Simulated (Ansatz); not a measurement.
A run for Ansatz (a quantum-chemistry and plane-wave program): R-SVWN5/def2-TZVPP on CH4 (SMILES C).

Ansatz 0.2 input:
```yaml
crystal:
  periodic: [false, false, false]
  atoms:
    - {symbol: C, position_ang: [-0.00000003, 0.00000142, 0.00000106]}
    - {symbol: H, position_ang: [-0.71146796, -0.28398867, -0.77427400]}
    - {symbol: H, position_ang: [0.11588889, 1.08298632, 0.00702484]}
    - {symbol: H, position_ang: [-0.36734465, -0.33212935, 0.97009591]}
    - {symbol: H, position_ang: [0.96292375, -0.46686972, -0.20284781]}
basis:
  gaussian:
    orbitals: def2-TZVPP
hamiltonian:
  xc: {name: SVWN5}
scf: {lower_state_search: off}
```

### Question
Give the final energy of this run.

### Answer
-40.1178 hartree.
